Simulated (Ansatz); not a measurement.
Basis sets compared for [Co(PH3)Cl5]2- (CoPH3Cl5²⁻). The state is a singlet with charge -2. Geometry PBE0-D4/def2-SVPD. Ansatz on 4 threads of Arm Neoverse N1 on a shared host; times are rough, and most runs start from earlier orbitals.

```xyz
10

Co    0.672   -0.009   -0.640
P    -0.910    0.037    0.872
H    -0.524   -0.072    2.233
H    -1.909   -0.963    0.809
H    -1.728    1.198    0.948
Cl    2.295   -0.240   -2.241
Cl    2.131    0.625    1.029
Cl   -1.087   -0.578   -2.043
Cl    0.271    2.211   -1.085
Cl    0.789   -2.209    0.118
```

A multiply charged anion in the gas phase is held together partly by the finite basis. At PBE-D4/def2-SVPD, PBE-D4/def2-TZVPD, PBE0-D4/def2-SVPD, PBE0-D4/def2-TZVPD the highest occupied level of the charge -2 singlet lies above zero (up to 2.31 eV). The electron is either unbound and held by the finite basis, or the level is raised by self-interaction error.

| level | functions | energy (Eh) | HOMO (eV) | LUMO (eV) | wall time |
| --- | --- | --- | --- | --- | --- |
| PBE-D4/def2-SVPD | 217 | -4024.9132 | 2.27 | 3.54 | 8 s |
| PBE0-D4/def2-SVPD | 217 | -4025.0971 | 0.54 | 4.62 | 17 s |

Estimate the rows for PBE-D4/def2-TZVPD, PBE0-D4/def2-TZVPD (with forces).


```
                           level  functions  energy (Eh)  HOMO (eV)  LUMO (eV)  wall time
               PBE-D4/def2-TZVPD        348   -4025.9721       2.31       3.61       14 s
PBE0-D4/def2-TZVPD (with forces)        348   -4026.1418       0.55       4.73       56 s
```
